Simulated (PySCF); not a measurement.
Species: tiglic acid, C5H8O2.
SMILES with atom numbers: `[CH3:1]/[CH:2]=[C:3](\[CH3:4])[C:5](=[O:6])[OH:7]` (hydrogens: H8, H9, H10 on C1; H11 on C2; H12, H13, H14 on C4; H15 on O7)

Torsions of this conformer, `[CH3:1]/[CH:2]=[C:3](\[CH3:4])[C:5](=[O:6])[OH:7]`: C2–C3–C5–O6 178°, H–O7–C5–C3 180°.

The closed-shell ground state was solved at several levels (PySCF, density fitting, gas phase, non-relativistic). One conformer (not necessarily the lowest) at the PBE0-D3(BJ)/def2-SVP geometry, without solvent, vibrations or thermal averaging.

```json
{"level": "B3LYP/pcJ-1", "basis functions": "269", "total energy (Eh)": "-345.8244", "HOMO (eV)": "-7.26", "LUMO (eV)": "-1.23", "gap (eV)": "6.03", "dipole (D)": "2.33"}
{"level": "PBE0/pcSseg-2", "basis functions": "364", "total energy (Eh)": "-345.5439", "HOMO (eV)": "-7.49", "LUMO (eV)": "-1.10", "gap (eV)": "6.39", "dipole (D)": "2.47"}
{"level": "PBE0/pcSseg-1", "basis functions": "159", "total energy (Eh)": "-345.3740", "HOMO (eV)": "-7.48", "LUMO (eV)": "-1.02", "gap (eV)": "6.46", "dipole (D)": "2.37"}
```

Estimate the row for CAM-B3LYP/def2-SVPD, a basis of 210 functions; the other rows only guide the guess.

Total energy -345.4114 Eh, HOMO -8.82 eV, LUMO -0.03 eV, gap 8.79 eV, dipole 2.52 D.

Over all these levels, which gives the widest orbital gap and which the narrowest?

CAM-B3LYP/def2-SVPD (range-separated hybrid) has the widest, 8.79 eV, and B3LYP/pcJ-1 (global hybrid, 20 % exact exchange) the narrowest, 6.03 eV. Functional and basis both differ between the two, so the spread mixes both effects.

How far do the dipole and the HOMO energy spread over the levels?

The dipole runs from 2.33 to 2.52 D (mean 2.42 D) and the HOMO from -8.82 to -7.26 eV.
